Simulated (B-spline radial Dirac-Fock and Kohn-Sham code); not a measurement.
## Tm⁵⁵⁺: eigenvalues, ΔSCF and the reference

System: Tm⁵⁵⁺, [Ne] 3s2 3p2.

The density-functional columns are spherical, spin-unpolarised Dirac-Kohn-Sham results without Breit or QED terms: −ε is minus the orbital energy of the initial state and ΔSCF the difference of two total energies. The reference in the last column comes from ΔSCF Dirac-Fock with Breit, self-energy and vacuum polarisation, finite nucleus, configuration average. All numbers are from a radial B-spline solver, in eV; a selection of levels is shown. The Kohn-Sham columns are given as differences from the reference. For the 1s level of heavy atoms much of the gap between ΔSCF and the reference is the Breit and QED part, -274.9 eV here; for other levels the error of the functional can be larger.

```csv
level,LDA −ε − DF,LDA ΔSCF − DF,Dirac-Fock
1s,-293.4,+265.8,63666.6
2s,-176.3,-38.9,14174.2
2p1/2,-125.4,+40.9,13715.8
2p3/2,-134.3,+16.6,12718.3
3s,-46.5,+10.4,5682.4
3p,-50.2,+8.3,5361.6
```

Values without a named source are computed, but for edge energies of neutral atoms, which are taken from tables.
